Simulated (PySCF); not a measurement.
BFHO, SMILES [OH+]=BF, charge +1. Geometry: B3LYP-D3(BJ)/def2-TZVP. The geometry has at least one imaginary mode, so it is a saddle point at that level. The isomer is the one that the SMILES or the coordinates give; other isomers of the formula were not compared.

PySCF with TDDFT-PBE/def2-TZVPD puts the lowest singlet excitations at 9.99, 9.99, 10.39, 10.53, 10.53, 12.16 eV.

Q: What are the lowest excitation roots from ADC(2)/aug-cc-pVDZ (PySCF)? (The exact figures need the calculation; the answer reports its results.)

A: 10.66, 10.66, 11.28, 11.29, 11.29, 13.14 eV. S1 differs by 0.67 eV (second minus first; roots are paired by order, and the bases may differ).
